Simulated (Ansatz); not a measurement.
Cost and result for the atomization energy of C2H9FGaN (`[CH3][Ga-]([CH3])([NH3+])[F]`) (14 atoms, 13 bonds).

Z-matrix (Å, degrees):
```
C
Ga 1 1.973
H 1 1.093 2 111.0
H 1 1.093 2 112.0 3 121.4
H 1 1.093 2 110.5 3 -119.1
C 2 1.973 1 127.7 3 -176.2
N 2 2.149 1 103.3 3 -57.4
F 2 1.808 1 112.4 3 36.1
H 6 1.093 2 110.6 1 -63.6
H 6 1.093 2 111.0 1 177.2
H 6 1.094 2 111.9 1 55.9
H 7 1.013 2 118.2 1 -60.5
H 7 1.014 2 107.5 1 176.0
H 7 1.014 2 105.7 1 61.6
```

Total charge 0; spin multiplicity 1. Correlated methods include outer-core shells of Ga, which these sets cover unevenly. Scalar relativity is left out up to krypton. The geometry is a stationary point of PBE0-D4/def2-TZVP. It is one conformer, not always the lowest. Program: Ansatz. All runs use 4 threads of an Arm Neoverse V2 on a shared host. Times are those of one run each, without the atoms' runs, and a repeat can differ threefold. Electronic energies, without spin–orbit coupling; frozen cores. CCSD(T)/CBS adds CCSD(T) − MP2 in def2-TZVPP to the MP2 limit, and its time is that of the two runs behind it. T1 = 0.011. With those shells the extrapolation isn't a true limit. B3LYP takes the VWN-RPA correlation (the form of Gaussian; ORCA's B3LYP/G).

CCSD(T)/CBS is a level of theory with its own doubt, some kJ/mol a heavy atom from the limit and from the frozen cores, so smaller differences don't rank the functionals.

```csv
level,functions,wall time,atomization (kJ/mol),difference from CCSD(T)/CBS,per bond
LDA (SPW92)/def2-TZVPP,298,1.5 s,5571.7,624.1,48.0
revPBE-D4/def2-TZVPP,298,2.3 s,4864.2,-83.4,-6.4
PBE-D4/def2-TZVPP (with forces),298,2.9 s,4977.4,29.8,2.3
PBE0-D4/def2-TZVPP,298,3.9 s,4909.8,-37.8,-2.9
B3LYP-D4/def2-TZVPP (with forces),298,6.5 s,4919.4,-28.2,-2.2
B2PLYP/def2-TZVPP,298,7 s,4880.1,-67.5,-5.2
PBE-QIDH/def2-TZVPP,298,7.5 s,4894.7,-52.9,-4.1
ωB97X-V/def2-TZVPP,298,10 s,4937.0,-10.6,-0.8
ωB97M-V/def2-TZVPP (with forces),298,15 s,4932.2,-15.4,-1.2
CCSD(T)/def2-SVP,133,17 s,4688.2,-259.4,-20.0
MP2/def2-QZVPP,587,34 s,4948.3,0.7,0.1
CCSD(T)/def2-TZVPP,298,15 min,4841.9,-105.7,-8.1
CCSD(T)/CBS(def2),–,16 min,4947.6,0.0,0.0
```

The D4 term adds +40.7 kJ/mol with B3LYP and +21.7 kJ/mol with PBE0; it sums over pairs of atoms, weighted by their polarisabilities, and B3LYP, whose exchange is more repulsive, gets the larger term. Leaving LDA and LC-ωPBE aside and taking each functional with its dispersion term where it has one, the values, not all of them listed here, spread over 175.9 kJ/mol, from BHLYP-D4 to PBE-D4. LDA lies +619.7 kJ/mol from PBE without D4, its usual overbinding. From PBE to PBE0 (25 % exact exchange), in def2-TZVPP and without D4, the atomization energy moves by −63.9 kJ/mol: exact exchange takes away binding that semilocal exchange gives to molecules.
